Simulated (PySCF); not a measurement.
Ligands exchanged one at a time, Al CH3-SH. Isolated molecules, 0 K electronic values unless said otherwise. One relaxed conformer stands for each flexible species; it need not be the lowest. Strings in code marks are SMILES.

The HOMO–LUMO gap from two functionals at the same geometries (CAM-B3LYP-D3(BJ)/def2-TZVP), both in PySCF: PBE-D3(BJ)/def2-TZVP and CAM-B3LYP-D3(BJ)/def2-TZVP. 

| species | PBE-D3(BJ)/def2-TZVP (eV) | CAM-B3LYP-D3(BJ)/def2-TZVP (eV) |
|---|---|---|
| 0 of 3 CH3 replaced by SH | 5.14 | 9.49 |
| 1 of 3 CH3 replaced by SH (`[CH3][Al]([SH])[CH3]` (C–Al–S–H torsion 179°)) | 5.06 | 9.27 |
| 2 of 3 CH3 replaced by SH (`[CH3][Al]([SH])[SH]` (S–Al–S–H torsion -1°, S–Al–S–H torsion 0°)) | 5.04 | 9.27 |
| 3 of 3 CH3 replaced by SH (`[SH][Al]([SH])[SH]`) | 5.09 | 9.38 |

Over these rows, drawn at random from the members with no instability flagged (it was tested for open shells, ions and some series alone), PBE minus CAM-B3LYP-D3(BJ): mean -4.27 eV, from -4.35 eV to -4.21 eV.
